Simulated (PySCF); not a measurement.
Species: C5H8F2O2Si.
Z-matrix (Å and degrees, GFN2-xTB geometry), rows numbered from 1:
```
O 
C   1  1.1938
O   2  1.3220  1  126.83
C   3  1.4304  2  117.56  1     1.94
C   4  1.5340  3  108.45  2   -90.73
F   5  1.3796  4  107.84  3   179.83
C   5  1.5276  4  108.65  3   -61.51
Si  7  1.9132  5  105.43  4   -31.36
C   4  1.5252  3  107.00  2   155.17
F   9  1.3785  4  110.51  3   -54.13
H   2  1.1026  1  124.74  3  -179.85
H   4  1.0962  3  109.44  2    31.33
H   5  1.0965  4  111.36  3    63.87
H   7  1.0882  5  108.75  4  -154.43
H   7  1.0883  5  109.08  4    89.01
H   8  1.4581  7  113.11  5   116.61
H   8  1.4615  7  113.38  5  -110.42
H   9  1.0944  4  109.07  3  -170.32
```

NICS = −σ at a ghost point: NICS(0) at the centroid of the ring atoms, NICS(1) 1 Å to either side along the normal of their mean plane, zz for the tensor component along that normal. Level: GIAO PBE0/pcSseg-1 (PySCF, non-relativistic, gas phase) on the GFN2-xTB geometry, one conformer.

Ring bond lengths (Å), with Mayer bond orders in brackets: C4–C5 1.534 (0.99), C5–C7 1.528 (0.99), C7–Si8 1.913 (0.90), Si8–C9 1.926 (0.86), C9–C4 1.525 (0.97).

Question: Give the NICS values of each ring in ppm.

Answer: 
| ring | type | NICS(0) | NICS(1), two faces | NICS(1)zz, two faces | rms pucker (Å) | centre to ring atoms, mean (Å) |
| --- | --- | --- | --- | --- | --- | --- |
| C4–C5–C7–Si8–C9 | 5-membered ring with Si; formal bonds all single | -3.2 | -4.1 / -3.6 | -2.8 / -3.0 | 0.21 | 1.40 |

Question: What do they say, and how far can they be read as aromaticity?

Answer: 
- C4–C5–C7–Si8–C9: mean NICS(1)zz -2.9 ppm, near zero. C4, C5, C7, Si8, C9 have four or more neighbours, and the NICS criterion for π rings isn't applied.

Question: What is the mean of the two in-plane components of NICS at the first NICS(1) probe listed for ring C4–C5–C7–Si8–C9, 1 Å off the ring?

Answer: The isotropic value is a third of the trace: (3 × -4.1 − (-2.8))/2 = -4.8 ppm.
